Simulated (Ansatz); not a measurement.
C3H5FOSi can be A, `CC1(F)[SiH2]C1=O`, or B, `O[SiH]1CC=C1F`.

Calculated with Ansatz (gas phase, PBE0-D4/def2-TZVP geometries, no zero-point term in ΔE). CCSD(T)/CBS adds triple-zeta CCSD(T) − MP2 to the extrapolated MP2 energy (def2 sets, frozen cores). Functionals use def2-TZVPP. B3LYP here is the variant with VWN-RPA as its local correlation; programs differ in this. One conformer a species, not always the lowest.

Question: Which isomer does CCSD(T)/CBS put lower? Give the gap. (An estimate is asked.)

Answer: Ansatz gave: B, by 66.9 kcal/mol.

Question: Give E(B) − E(A) in kcal/mol with B2PLYP, r2SCAN-D4, CCSD(T)/def2-TZVPP, MP2/def2-TZVPP, PBE0-D4, PBE-D4, B3LYP-D4. (Estimate.)

Answer: Computed: B2PLYP -63.8, r2SCAN-D4 -60.4, CCSD(T)/def2-TZVPP -65.3, MP2/def2-TZVPP -68.1, PBE0-D4 -62.4, PBE-D4 -55.8, B3LYP-D4 -61.3. None reverses the order clearly.

Largest T1 diagnostic: 0.016.

In def2-TZVPP, CCSD(T) changes the Hartree–Fock value by +6.8 kcal/mol (the triples alone add +2.1 kcal/mol) and MP2 by +4.0 kcal/mol. From PBE to PBE0 (25 % exact exchange), in def2-TZVPP and without D4, E(B) − E(A) moves by −6.5 kcal/mol.
